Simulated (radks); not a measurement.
Ru+, 43 electrons, occupied as [Kr] 4d7.

Method: Dirac Kohn-Sham, PBE, spin-unpolarised, spherical densities, finite nucleus; open shells fill j = l - 1/2 first; Fermi nuclear charge, rms radius 4.4809 fm; computed with a radial shooting solver on a logarithmic mesh with Libxc functionals.

Energy parts (Ry):
part                        energy
total                  -9062.42281
kinetic                 9430.22604
electron-nucleus      -21900.42190
Hartree                 3674.77979
exchange-correlation    -267.00674

Orbitals (lengths in bohr, moments of r in powers of bohr; r(max) is where P^2 peaks):
| orbital | occ. | eigenvalue (Ry) | <r^4> | r(max) | <r> |
|---|---|---|---|---|---|
| 1s1/2 | 2 | -1612.012 | 5.909e-06 | 0.02171 | 0.03344 |
| 2s1/2 | 2 | -232.1725 | 0.001075 | 0.1230 | 0.1453 |
| 2p1/2 | 2 | -214.5715 | 0.0007079 | 0.09548 | 0.1236 |
| 2p3/2 | 4 | -204.9486 | 0.0008016 | 0.09947 | 0.1284 |
| 3s1/2 | 2 | -41.32468 | 0.05313 | 0.3618 | 0.4024 |
| 3p1/2 | 2 | -34.49575 | 0.05397 | 0.3486 | 0.3956 |
| 3p3/2 | 4 | -32.86315 | 0.05974 | 0.3581 | 0.4063 |
| 3d3/2 | 4 | -20.77682 | 0.05851 | 0.2995 | 0.3821 |
| 3d5/2 | 6 | -20.45878 | 0.06045 | 0.3023 | 0.3856 |
| 4s1/2 | 2 | -6.14821 | 2.110 | 0.9152 | 1.020 |
| 4p1/2 | 2 | -4.12113 | 3.172 | 0.9671 | 1.109 |
| 4p3/2 | 4 | -3.87362 | 3.555 | 0.9920 | 1.140 |
| 4d3/2 | 4 | -0.93306 | 22.44 | 1.207 | 1.631 |
| 4d5/2 | 3 | -0.90872 | 23.82 | 1.219 | 1.654 |

The highest occupied level is 4d5/2 at -12.364 eV. For comparison, the ionisation energy in NIST's Atomic Spectra Database is 16.8 eV (semi-empirical). In exact Kohn-Sham theory the highest level is minus the ionisation energy, but local and semilocal functionals leave it too shallow, through self-interaction and a potential that decays too fast; potentials with the right tail come closer. Summed over all electrons, <r^2> = 37.71 bohr^2, which gives a Langevin (diamagnetic) susceptibility term of -29.9 x 10^-6 cm^3/mol. The electron density at the nucleus is 1.101e+05 e/bohr^3.

Beside tabulated values, note that spin-unpolarised runs miss the spin-polarisation part of the exchange energy of open shells.
